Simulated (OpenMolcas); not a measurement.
Levels of As2+ by method

| Item | Value |
| --- | --- |
| Program | OpenMolcas 26.06 |
| Basis | ANO-R2 [6s5p4d3f1g] |
| Scalar Hamiltonian | X2C, finite nucleus |
| Active space | 3 electrons in 9 orbitals (RAS2 4s 4p; RAS3 4d, at most 2 electrons) |
| State averaging | 2S+1 = 4 odd, 1 root; 2S+1 = 2 odd, 11 roots; 2S+1 = 4 even, 3 roots; 2S+1 = 2 even, 9 roots |
| Spin-orbit coupling | state interaction with AMFI integrals over the reference wave functions, term energies averaged over their components |

Methods on the same reference wave functions:
A. RASSCF
B. SS-RASPT2, IPEA 0.25 Eh, imaginary shift 0.1 Eh (closed shells correlated: 3d)
C. MS-RASPT2, IPEA 0.25 Eh, imaginary shift 0.1 Eh (closed shells correlated: 3d)

Energies in cm-1 above 4s2 4p 2P* 1/2, the measured ground level; measured values from Moore, Atomic Energy Levels, vol. II, NSRDS-NBS 35 (1971 reprint of NBS Circular 467, 1952).

```json
{"Level": "4s2 4p 2P* 1/2", "A": "0.0", "B": "0.0", "C": "0.0", "Measured": "0.0"}
{"Level": "4s2 4p 2P* 3/2", "A": "2578", "B": "2580", "C": "2590", "Measured": "2940"}
{"Level": "4s 4p2 4P 1/2", "A": "60083", "B": "64050", "C": "64140", "Measured": ""}
{"Level": "4s 4p2 4P 3/2", "A": "61058", "B": "65040", "C": "65120", "Measured": ""}
{"Level": "4s 4p2 4P 5/2", "A": "62521", "B": "66490", "C": "66580", "Measured": ""}
{"Level": "4s 4p2 2D 3/2", "A": "83548", "B": "85090", "C": "85170", "Measured": "85309"}
{"Level": "4s 4p2 2D 5/2", "A": "83723", "B": "85270", "C": "85360", "Measured": "85630"}
{"Level": "4s 4p2 2S 1/2", "A": "108673", "B": "107530", "C": "107620", "Measured": "107806"}
{"Level": "4s 4p2 2P 1/2", "A": "116871", "B": "113460", "C": "113550", "Measured": "113938"}
{"Level": "4s 4p2 2P 3/2", "A": "118364", "B": "114860", "C": "114950", "Measured": "115425"}
```

Deviations, from unrounded energies. A percentage is the sum of absolute deviations over the sum of measured energies, with the sign that they share, or ± where signs differ.

```tsv
Against measurement	Levels	A	B	C
mean absolute deviation (cm-1)	6	1800	380	300
fine structure of the ground term (%)	1	-12.3	-12.3	-11.8
other configurations (%)	5	±2.0	-0.4	-0.3
```

C lies closest to measurement on these levels and A furthest from it. The largest miss of C in the table is 4s 4p2 2P 3/2, by -470 cm-1. The ranking rests on the paired levels alone, and a cruder setting can come out closer through cancelling errors.

Between B and C the level of the table that moves most is 4s 4p2 2S 1/2, by 86 cm-1 (lowest in B, highest in C). Moves below CASPT2's spread within the term are not significant.

The lowest spin-free term lies below A's lowest term by 0.467 hartree in B, 0.468 hartree in C.

Term energies are means over components that CASPT2 splits; among the terms shown or strongly mixed into the levels shown the widest spread is 46 cm-1 (4s 4p2 2D, C). Active for correlation alone: 4d; no level in the range computed is led by a configuration that fills it, so any true level of that kind is missing. Some terms mix strongly with configurations of 4d, whose occupation reaches 0.16 (4s 4p2 2D). Computed and measured levels are paired by configuration, term and J; levels that our copy of the source lacks, or whose pairing is in doubt (as where it misses far off the trend of its configuration), stay unpaired and out of the deviations. Only configurations of the active space appear. Levels that lie high or do not pair safely by name in every column are left out.

* marks odd parity.
